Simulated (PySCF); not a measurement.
# Electron correlation in Hf(55+) (hafnium, charge +55)

[Ne] 3s2 3p5, 2P determinant. Computed with PySCF 2.14 in an even-tempered Gaussian basis (17 s from 14 bohr⁻², ratio 2.5; 12 p from 18 bohr⁻², ratio 2.5; 4 d from 74 bohr⁻², ratio 2.7; 4 f from 110 bohr⁻², ratio 2.7), with the spin-free X2C one-electron Hamiltonian (Gaussian nucleus). Frozen: 1s2; 15 electrons correlated; the 20 highest virtual orbitals of each spin left out.

| level | correlation energy (mhartree) |
| --- | --- |
| CCSD | -656.71 |
| (T) | -0.69 |
| CCSD(T) | -657.40 |

Diagnostics: T1 = 0.00029, D1 = 0.0013, largest double amplitude 0.015.

Spin-orbit coupling, absent here, splits the open shell strongly.

Cost of the coupled-cluster step: about 50 core-seconds, for 15 correlated electrons.

At this charge the one-electron X2C treatment keeps the bare 1/r₁₂, with no two-electron picture change or Breit term. The effect here is smaller than on the frozen 1s shell; and a scalar Hamiltonian misses the large spin-orbit splitting of the p shells, which matters for ns² → np² pairs.
